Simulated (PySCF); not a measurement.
A calculated (LDA, PySCF 2.14, aug-cc-pV(T+d)Z with one added diffuse shell each of s, p, d, f type, the non-relativistic Hamiltonian (point nucleus)) atom or ion has these occupied shells.

```
shell  electrons  orbital energy (eV)  rms radius, mean of both spins (bohr)
 1s α          1              -2401.3                                  0.113
 1s β          1              -2400.8                                  0.113
 2s α          1              -221.29                                  0.527
 2s β          1              -220.72                                  0.527
 2p α          3              -168.40                                  0.496
 2p β          3              -167.72                                  0.496
 3s α          1              -28.590                                   1.77
 3s β          1              -25.516                                   1.77
 3p α          3              -17.890                                   2.03
```

(1) Name the element and its charge.

## Answers

(1) S⁺ (sulfur, charge +1), in [Ne] 3s2 3p3, high-spin 4S determinant.
